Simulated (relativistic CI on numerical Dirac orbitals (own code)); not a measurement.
**Ligand-field terms of d3**

Computed with a parametric ligand-field model of a d^n configuration (Racah B and C, spin-orbit zeta, crystal field), exact diagonalisation.

Field parameters in Wybourne normalisation: D3d B²₀ = −7Dσ, B⁴₀ = −14Dq − 21Dτ, B⁴₃ = −14√(10/7) Dq; Oh B⁴₀ = 21Dq, B⁴₄ = √(5/14) B⁴₀; Td as Oh with Dq negative (B⁴₀ = 21Dq, B⁴₄ = √(5/14) B⁴₀). The field is a parameter set, without covalency.

Problem. A d3 ion in Td symmetry has the ground term 4T1 and bands at 4T2 3185 cm⁻¹ (3140 nm), 4A2 6985 cm⁻¹ (1432 nm), 2E 14343 cm⁻¹ (697 nm), 4T1 16070 cm⁻¹ (622 nm), 2T2 16703 cm⁻¹ (599 nm), 2T1 16771 cm⁻¹ (596 nm). Which parameters reproduce them?

Solution. B = 900, C = 4000, ζ = 0 cm⁻¹, Td, 10Dq = -3800 cm⁻¹.

Problem. Ground term and bands for B = 670, C = 2620, ζ = 0 cm⁻¹, Td, 10Dq = -1800 cm⁻¹?

Solution. Ground term 4T1 with 1.85 electrons in the two orbitals of the cubic e set. Spin-allowed: 4T2 1486 cm⁻¹, 4A2 3286 cm⁻¹ (3043 nm), 4T1 11223 cm⁻¹ (891 nm). Lowest spin-forbidden: 2E 10318 cm⁻¹ (969 nm), 2T2 11133 cm⁻¹ (898 nm), 2T1 11286 cm⁻¹ (886 nm).

Problem. Ground term and bands for B = 370, C = 1480, ζ = 0 cm⁻¹, Oh, 10Dq = 3250 cm⁻¹?

Solution. Ground term 4A2 with 0.00 electrons in the two orbitals of the cubic e set. Spin-allowed: 4T2 3250 cm⁻¹ (3077 nm), 4T1 5430 cm⁻¹ (1842 nm), 4T1 9870 cm⁻¹ (1013 nm). Lowest spin-forbidden: 2E 6868 cm⁻¹ (1456 nm), 2T1 7204 cm⁻¹ (1388 nm), 2A1 9170 cm⁻¹ (1091 nm). With an A2 ground term the first spin-allowed band lies at |10Dq| itself.

Problem. A d3 ion in Oh symmetry has the ground term 4A2 and bands at 4T2 7000 cm⁻¹ (1429 nm), 4T1 11789 cm⁻¹ (848 nm), 2E 16154 cm⁻¹ (619 nm), 2T1 16924 cm⁻¹ (591 nm), 2A1 20980 cm⁻¹ (477 nm), 4T1 22261 cm⁻¹ (449 nm). Which parameters reproduce them?

Solution. B = 870, C = 3500, ζ = 0 cm⁻¹, Oh, 10Dq = 7000 cm⁻¹.

Problem. Ground term and bands for B = 920, C = 3780, ζ = 0 cm⁻¹, D3d, 10Dq = 23250, Dσ = -1200, Dτ = -240 cm⁻¹?

Solution. Ground term 4A2 with 0.00 electrons in the two orbitals of the cubic e set. Spin-allowed: 4E 20941 cm⁻¹ (478 nm), 4A1 24125 cm⁻¹ (415 nm), 4E 31537 cm⁻¹ (317 nm), 4A2 32495 cm⁻¹ (308 nm). Lowest spin-forbidden: 2E 16586 cm⁻¹ (603 nm), 2E 18461 cm⁻¹ (542 nm), 2A2 19178 cm⁻¹ (521 nm).
